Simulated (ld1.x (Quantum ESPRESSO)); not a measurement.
## Ranking TM potentials for Bi

All share these settings but for the change named:

```json
{
 "Element": "Bi (Z = 83)",
 "Generator": "ld1.x (Quantum ESPRESSO) 7.5",
 "Type": "norm-conserving Troullier–Martins (Kleinman–Bylander form)",
 "Functional": "PBE",
 "Relativity": "fully relativistic",
 "Frozen core": "[Xe] 4f14 5d10",
 "Valence charge": "5",
 "Reference configuration": "6s2 6p3",
 "Partial waves": "6p (bound): rc 2.45 bohr; 6s (bound): rc 2.05 bohr",
 "Local potential": "the s channel",
 "Core correction": "Bessel-smoothed model core inside 1.90 bohr"
}
```

Open shells are filled in proportion to 2j + 1 (rel_dist='average').

Cutoff: the first of the cutoffs (Ry, on a coarse ladder) from which the occupation-weighted sum of valence levels, in a spherical-Bessel basis at the reference potential, stays within 10 and 1 mRy of its value at 400 Ry; the density cutoff is not measured.

The base gives 25 Ry.

Of 11 variants that were run, those that failed, showed a ghost or another fault, or gave nearly equal values are left out.

A variant can come out equal or close to the base.

**Question.** Rank these variants from softest to hardest (loose cutoff).
A. wave 6s (bound): rc 2.05 bohr becomes 6s (bound): rc 2.54 bohr
B. all radii but the core radius scaled by about 1.40 (s 2.86, p 3.42 bohr)
C. type ultrasoft; waves now 6s (bound): rcut 1.80, rcutus 2.05 bohr; 6s channel at -0.6 Ry: rcut 1.80, rcutus 2.05 bohr; 6p (bound): rcut 2.15, rcutus 2.45 bohr; 6p channel at 4.3 Ry: rcut 2.15, rcutus 2.45 bohr; local potential all-electron potential smoothed inside 2.15 bohr (lloc = -2); augmentation PSQ, inside the norm-conserving radii
D. all radii but the core radius scaled by about 1.07 (s 2.20, p 2.62 bohr)

**Answer.** C (8 Ry), B (10 Ry), A (18 Ry), D (25 Ry).
